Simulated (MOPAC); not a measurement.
MOPAC input (MNDO):

```
MNDO PRECISE GNORM=0.05 LET XYZ CHARGE=-1 GEO-OK AUX(PRECISION=9) THREADS=1
CHBrF

F    -1.95477800 1    0.89537100 1   -0.04305600 1
C    -1.45726700 1   -0.39229900 1    0.25125900 1
Br    0.79584700 1   -0.13801300 1   -0.01053100 1
H    -1.51803400 1   -0.87409600 1   -0.75148400 1
```

From the output:

```
                                                       MOPAC v23.2.5 Linux

          FINAL HEAT OF FORMATION =        -43.31155 KCAL/MOL =    -181.21554 KJ/MOL

          COSMO AREA              =         90.41 SQUARE ANGSTROMS
          COSMO VOLUME            =         73.79 CUBIC ANGSTROMS

          GRADIENT NORM           =          0.03507          =       0.01753 PER ATOM
          IONIZATION POTENTIAL    =          2.096533 EV
          HOMO LUMO ENERGIES (EV) =         -2.097  7.579
          NO. OF FILLED LEVELS    =         10
          MOLECULAR WEIGHT        =        111.9213         POINT GROUP:  C1

          MOLECULAR DIMENSIONS (Angstroms)

            Atom       Atom       Distance
           Br     3    F     1     2.76864
            H     4    F     1     1.72504
            C     2    H     4     0.53748

          SCF CALCULATIONS        =         12

   ATOM   CHEMICAL          X               Y               Z
  NUMBER   SYMBOL      (ANGSTROMS)     (ANGSTROMS)     (ANGSTROMS)

     1       F         -1.88738748  *   0.85342028  *  -0.01123837  *
     2       C         -1.30227630  *  -0.32702200  *   0.17928442  *
     3      Br          0.70031698  *  -0.13100029  *  -0.00233554  *
     4       H         -1.49507654  *  -0.97974400  *  -0.71413217  *

                             CARTESIAN COORDINATES

   1    F       -1.887387476     0.853420283    -0.011238373
   2    C       -1.302276297    -0.327021997     0.179284420
   3   Br        0.700316981    -0.131000291    -0.002335538
   4    H       -1.495076540    -0.979743999    -0.714132167

           Empirical Formula: C H F Br  =     4 atoms

      MOLECULAR POINT GROUP   :   C1

                  EIGENVALUES
 -39.80732 -18.97610 -17.25084 -11.28751 -10.57389  -9.99177  -6.11020  -5.49018
  -5.25386  -2.09653   7.57950  10.29965  12.19311

              NET ATOMIC CHARGES AND DIPOLE CONTRIBUTIONS

  ATOM NO.   TYPE          CHARGE      No. of ELECS.   s-Pop       p-Pop
    1          F          -0.274622        7.2746     1.87655     5.39807
    2          C          -0.104622        4.1046     1.57339     2.53124
    3         Br          -0.517187        7.5172     1.99093     5.52626
    4          H          -0.103569        1.1036     1.10357
 DIPOLE           X         Y         Z       TOTAL
 POINT-CHG.     2.275    -0.113     0.330     2.301
 HYBRID         0.288     0.472    -1.806     1.889
 SUM            2.563     0.360    -1.476     2.979

          ATOMIC ORBITAL ELECTRON POPULATIONS

     Atom    s        px        py        pz
    1  F   1.87655   1.83118   1.59144   1.97544
    2  C   1.57339   0.51242   0.69416   1.32466
    3 Br   1.99093   1.53721   1.99419   1.99485
    4  H   1.10357

 **********************
 *                    *
 * JOB ENDED NORMALLY *
 *                    *
 **********************

 == MOPAC DONE ==
```

The dipole moment of an ion depends on the origin.

The geometry given is a B3LYP-D3(BJ)/def2-TZVP minimum.
